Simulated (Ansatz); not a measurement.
This geometry of C3H7NOSi (13 atoms, charge 0, multiplicity 1) is a first-order saddle point.

The calculation used RKS BLYP-D4/6-31G* (Ansatz 0.2.0).

```xyz
13
Properties=species:S:1:pos:R:3
C -0.597 -1.967 -0.534
O -1.460 -0.843 -0.270
C -0.777 0.303 0.058
C 0.500 0.758 0.210
N 1.812 0.352 0.126
Si -0.779 2.048 0.539
H -1.256 -2.813 -0.778
H 0.011 -2.221 0.355
H 0.069 -1.765 -1.394
H 2.564 1.001 0.324
H 2.070 -0.596 -0.133
H -1.090 2.531 1.929
H -1.046 3.177 -0.417
```

Problem. Which two structures does it join? (They come from a converged band through this point; their orientation in space is the band's.)

Solution. No bond is made or broken. The height of N5 over the plane of its neighbours goes from -0.31 to 0.31 Å. The two ends are copies of one structure, up to a mirror image or an exchange of like atoms. The height can change sign by an inversion or by a turn that exchanges like atoms.

Image 0:

```xyz
13
Properties=species:S:1:pos:R:3
C -0.591 -1.967 -0.534
O -1.448 -0.831 -0.288
C -0.765 0.304 0.053
C 0.505 0.742 0.267
N 1.825 0.280 0.340
Si -0.764 2.051 0.549
H -1.255 -2.815 -0.755
H 0.024 -2.201 0.353
H 0.068 -1.785 -1.405
H 2.520 1.013 0.188
H 2.027 -0.528 -0.255
H -1.153 2.522 1.921
H -0.973 3.182 -0.418
```

Image 8:

```xyz
13
Properties=species:S:1:pos:R:3
C -0.591 -1.966 -0.540
O -1.450 -0.847 -0.230
C -0.765 0.299 0.075
C 0.508 0.772 0.160
N 1.833 0.397 -0.089
Si -0.764 2.056 0.533
H -1.253 -2.803 -0.800
H 0.024 -2.247 0.336
H 0.068 -1.736 -1.397
H 2.515 0.941 0.444
H 2.021 -0.604 0.014
H -1.018 2.543 1.932
H -1.110 3.161 -0.424
```

Problem. How far does it lie above each of them?

Solution. 0.060 eV above the first and 0.060 eV above the second. This is the barrier of this one path; another mechanism may lie lower.

Run time: 88 s on 2 threads of Intel(R) Xeon(R) Platinum 8488C (Sapphire Rapids) (shared host), peak memory 0.17 GiB.
